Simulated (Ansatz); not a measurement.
Cartesian coordinates (Å):
```xyz
10

N     -1.0231    -0.9909     0.0374
B     -0.0006     0.0009     0.0005
N      1.3542    -0.3807    -0.2206
N     -0.3329     1.3742     0.1846
H     -1.9906    -0.7767     0.1881
H     -0.8435    -1.9692    -0.0864
H      1.6421    -1.3315    -0.3539
H      2.1111     0.2756    -0.2531
H      0.3468     2.1106     0.1662
H     -1.2689     1.6963     0.3423
```
Charge 0, multiplicity 1.

All values below come from frozen-core CCSD(T)/cc-pVTZ // CAM-B3LYP-D3(BJ)/def2-TZVP in Ansatz (a first-principles code).

| Property | Value |
|---|---|
| HF energy | -191.73170 Ha |
| MP2 correlation energy | -0.74412 Ha |

Estimate the CCSD correlation energy, the (T) correction, the total energy and the T1 diagnostic.


| Item | Value |
|---|---|
| CCSD correlation energy | -0.77091 Ha |
| (T) correction | -0.02881 Ha |
| CCSD(T) total energy | -192.53143 Ha |
| T1 diagnostic | 0.009 |
